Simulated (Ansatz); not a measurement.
Gas-phase reaction R1 + R2 → P1 + P2, each structure at its B3LYP-D3(BJ)/def2-TZVP stationary point, reached from a drawn start (curvature not checked).
R1: SiH4 (SMILES [SiH4]), charge 0, multiplicity 1.
P1: Si2H6 (SMILES [SiH3][SiH3]), charge 0, multiplicity 1.
R2, BrH3Si (SMILES [SiH3]Br) (charge 0, multiplicity 1):
```xyz
5

Si    -0.169     0.007    -0.002
Br     2.064    -0.092     0.024
H     -0.568     1.396    -0.304
H     -0.667    -0.399     1.326
H     -0.661    -0.913    -1.045
```
P2: HBr (SMILES Br), charge 0, multiplicity 1.

P less R. No zero-point or thermal terms; no spin–orbit coupling.

Run with Ansatz (Gaussian orbitals). Each number belongs to the level named beside it.

Task: One of these levels gives 96.2 kJ/mol for the reaction energy. Which?
A) BHLYP/def2-TZVPP
B) wB97X-V/def2-TZVPP
C) SVWN5/def2-TZVPP

Result: A, BHLYP/def2-TZVPP. The others give 69.5 (SVWN5/def2-TZVPP), 87.3 (wB97X-V/def2-TZVPP)

Ansatz is a quantum-chemistry and plane-wave program.
